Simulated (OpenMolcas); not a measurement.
## O II: CASPT2 settings compared

| Item | Value |
| --- | --- |
| Program | OpenMolcas |
| Basis | ANO-R1 [3s2p1d] |
| Scalar Hamiltonian | X2C, finite nucleus |
| Active space | 3 electrons in 3 orbitals (2p) |
| State averaging | 2S+1 = 4 odd, 1 root; 2S+1 = 2 odd, 8 roots kept (CI in the orbitals of an earlier block) |
| Spin-orbit coupling | RASSI with atomic mean-field integrals over the reference wave functions, term energies averaged over their components |

Methods on the same reference wave functions:
A. CASSCF
B. SS-CASPT2, IPEA 0 Eh, real shift 0.3 Eh (closed shells correlated: 1s 2s)
C. SS-CASPT2, IPEA 0.4 Eh, imaginary shift 0.15 Eh (closed shells correlated: 1s 2s)
D. SS-CASPT2, IPEA 0.4 Eh, imaginary shift 0.5 Eh (closed shells correlated: 1s 2s)

Energies in cm-1 above 2s2 2p3 4S* 3/2, the measured ground level; measured values from NIST Handbook of Basic Atomic Spectroscopic Data.

```csv
Level,A,B,C,D,Measured
2s2 2p3 4S* 3/2,0.0,0.0,0.0,0.0,0.0
2s2 2p3 2D* 3/2,30850,29260,29000,29000,26831
2s2 2p3 2D* 5/2,30852,29260,29000,29000,26811
2s2 2p3 2P* 1/2,51420,45590,45430,45450,40470
2s2 2p3 2P* 3/2,51422,45600,45430,45460,40468
```

Deviations, from unrounded energies. A percentage is the sum of absolute deviations over the sum of measured energies, with the sign that they share, or ± where signs differ.

```tsv
Against measurement	Levels	A	B	C	D
mean absolute deviation (cm-1)	4	7500	3800	3600	3600
other terms of the ground configuration (%)	4	+22.3	+11.2	+10.6	+10.6
```

C, D lie about equally close to measurement and A furthest from it. The largest miss of C in the table is 2s2 2p3 2P* 3/2, by +5000 cm-1. The ranking rests on the paired levels alone, and a cruder setting can come out closer through cancelling errors.

Among B to D the level of the table that moves most is 2s2 2p3 2D* 5/2, by 260 cm-1 (lowest in C, highest in B). Moves below CASPT2's spread within the term are not significant.

The two smallest mean deviations differ by little beside CASPT2's spread within terms, so their order carries little weight.

From A to B the spin-free energies of the other terms of 2s2 2p3 shown, above 4S*, scale by factors of 0.89 to 0.95.

The lowest spin-free term lies below A's lowest term by 0.076 hartree in B, 0.068 hartree in C, 0.068 hartree in D.

CASPT2 breaks the degeneracy within a term, and the mean is taken; among the terms shown or strongly mixed into the levels shown the widest spread is 210 cm-1 (2s2 2p3 2P*, C). Terms from blocks run as CI alone lack orbitals of their own. With the s shell closed, the reference lacks s² → p² mixing. Without dynamic correlation excited terms often stand tens of per cent too high (terms of higher spin than the ground term too low), and those without a measured partner can miss by more than the paired ones (holds for A). Measured partners are found by configuration, term and J. A level has none where our copy of the source lacks it or the pairing is in doubt (some pairs that miss far off the trend of their configuration count as doubtful), and it then counts in no deviation. Only configurations of the active space appear.

* marks odd parity.
